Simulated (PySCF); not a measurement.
Diatomic cations of Br with the alkaline earths

PBE0 with double-zeta basis sets in PySCF, for the lowest determinant that a PBE0 search found; no spin–orbit coupling. De refers to high-spin ground-configuration atoms (the charge goes to the atom of lower measured ionisation energy or higher electron affinity, which is not always the lowest computed limit). A positive dipole points towards Br; it is taken about the centre of mass and depends on that origin.

```tsv
M	basis	charged atom	state (unpaired electrons)	Re (Å)	ωe (cm⁻¹)	De (eV)	μ (D)
Be	x2c-SVPall	Be+	singlet (closed shell)	1.887	832	3.83	-8.67
Mg	x2c-SVPall	Mg+	singlet (closed shell)	2.282	430	2.65	-11.89
Ca	x2c-SVPall	Ca+	singlet (closed shell)	2.467	353	3.93	-12.88
Sr	def2-SVP	Sr+	singlet (closed shell)	2.649	264	3.84	-11.72
```

Question: By what factor does the harmonic wavenumber vary along the series?

Answer: At PBE0 it runs from 264 cm⁻¹ (SrBr⁺) to 832 cm⁻¹ (BeBr⁺), a factor of 3.15.

The rows differ in basis set, which adds steps of its own.

Down a group the atoms grow and get heavier, so bonds lengthen and wavenumbers fall; this series shows no clear exception.

For an ion De counts to the pair picked by the measured ionisation energies or electron affinities, which need not be the lowest pair at this level.
